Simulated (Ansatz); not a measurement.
Ansatz (an electronic-structure program) input (r2SCAN0/def2-TZVPD):

Ansatz 0.2 input:
```yaml
crystal:
  periodic: [false, false, false]
  atoms:
    - {symbol: C, position_ang: [1.91623172, 0.40905177, 0.97483791]}
    - {symbol: C, position_ang: [1.16642263, 0.31831302, -0.30121380]}
    - {symbol: C, position_ang: [-0.34206676, -0.07248496, -0.18092180]}
    - {symbol: C, position_ang: [-1.08706441, 0.97042996, 0.65764564]}
    - {symbol: C, position_ang: [-0.47430030, -1.45264794, 0.46988755]}
    - {symbol: C, position_ang: [-0.93604635, -0.11335931, -1.59192697]}
    - {symbol: H, position_ang: [1.94096619, 1.32651635, 1.54622793]}
    - {symbol: H, position_ang: [2.39262861, -0.45951060, 1.40783329]}
    - {symbol: H, position_ang: [1.63871027, -0.42160061, -0.95595939]}
    - {symbol: H, position_ang: [1.20850944, 1.27955993, -0.82414083]}
    - {symbol: H, position_ang: [-2.15053944, 0.72842224, 0.71784762]}
    - {symbol: H, position_ang: [-0.99481307, 1.96631485, 0.21737117]}
    - {symbol: H, position_ang: [-0.69419915, 1.01326426, 1.67474372]}
    - {symbol: H, position_ang: [0.06155616, -2.21092871, -0.10631272]}
    - {symbol: H, position_ang: [-0.07089550, -1.45149056, 1.48375619]}
    - {symbol: H, position_ang: [-1.52283983, -1.75371574, 0.52551312]}
    - {symbol: H, position_ang: [-0.85301684, 0.85944625, -2.08212674]}
    - {symbol: H, position_ang: [-0.42104775, -0.84870662, -2.21448712]}
    - {symbol: H, position_ang: [-1.99407821, -0.38338631, -1.56011742]}
basis:
  gaussian:
    orbitals: def2-TZVPD
hamiltonian:
  xc: {name: r2SCAN0}
magnetization: {spin_polarized: true, initial_magnetization: 1}
output: {forces: true}
```

Output:

```
Functional definition: r2SCAN0
integrals: 0.34 GiB planned
1707 factors; their error is unknown
0.56 GiB of the device are held for the grids
2.29 GiB of device memory are held for the factors and their scratch space
mean field: 3.46 GiB planned
mean field evaluation 1: about -6417.9342 eV, gradient 5.2e1 eV
mean field evaluation 2: about -6414.2218 eV, gradient 5.7e1 eV
mean field evaluation 4: about -6430.8713 eV, gradient 2.7e0 eV
mean field evaluation 8: about -6430.9128 eV, gradient 1.6e-1 eV
mean field evaluation 16: about -6430.8635 eV, gradient 8.2e-3 eV
mean field -6430.86346923 eV, -236.3298734982 hartree, gradient 5.0e-5 eV, S^2 0.757661; 0 other end points of the search recorded, 0 dependent functions left out
the calculation of the forces begins
reference -6430.86348506 eV, -236.3298740802 hartree; 25, 24 occupied and 314, 315 virtual orbitals, 1707 factors
Total energy: -6430.86348506 eV, -236.3298740802 hartree
Atom 0 at     1.916232     0.409052     0.974838 Å, force    -0.053390    -0.013084    -0.005385 eV/Å
Atom 1 at     1.166423     0.318313    -0.301214 Å, force    -0.217146    -0.054851    -0.000810 eV/Å
Atom 2 at    -0.342067    -0.072485    -0.180922 Å, force     0.073011     0.017868     0.007681 eV/Å
Atom 3 at    -1.087064     0.970430     0.657646 Å, force     0.075763    -0.104391    -0.089112 eV/Å
Atom 4 at    -0.474300    -1.452648     0.469888 Å, force     0.014097     0.139461    -0.070216 eV/Å
Atom 5 at    -0.936046    -0.113359    -1.591927 Å, force     0.060393     0.004416     0.140114 eV/Å
Atom 6 at     1.940966     1.326516     1.546228 Å, force    -0.007682    -0.080573    -0.056054 eV/Å
Atom 7 at     2.392629    -0.459511     1.407833 Å, force    -0.046905     0.074525    -0.044036 eV/Å
Atom 8 at     1.638710    -0.421601    -0.955959 Å, force    -0.046705     0.068899     0.057701 eV/Å
Atom 9 at     1.208509     1.279560    -0.824141 Å, force    -0.006439    -0.090325     0.045363 eV/Å
Atom 10 at    -2.150539     0.728422     0.717848 Å, force     0.106733     0.010917    -0.012308 eV/Å
Atom 11 at    -0.994813     1.966315     0.217371 Å, force    -0.001940    -0.103186     0.029607 eV/Å
Atom 12 at    -0.694199     1.013264     1.674744 Å, force    -0.026848    -0.017098    -0.094025 eV/Å
Atom 13 at     0.061556    -2.210929    -0.106313 Å, force    -0.049400     0.084488     0.044150 eV/Å
Atom 14 at    -0.070896    -1.451491     1.483756 Å, force    -0.035165     0.015790    -0.091477 eV/Å
Atom 15 at    -1.522840    -1.753716     0.525513 Å, force     0.098684     0.042747    -0.009842 eV/Å
Atom 16 at    -0.853017     0.859446    -2.082127 Å, force    -0.001421    -0.089603     0.062127 eV/Å
Atom 17 at    -0.421048    -0.848707    -2.214487 Å, force    -0.041332     0.068215     0.074356 eV/Å
Atom 18 at    -1.994078    -0.383386    -1.560117 Å, force     0.105692     0.025785     0.012166 eV/Å
Dipole moment:    -0.042935    -0.009271    -0.020478 e Å
```

It need not be the lowest isomer of its formula.
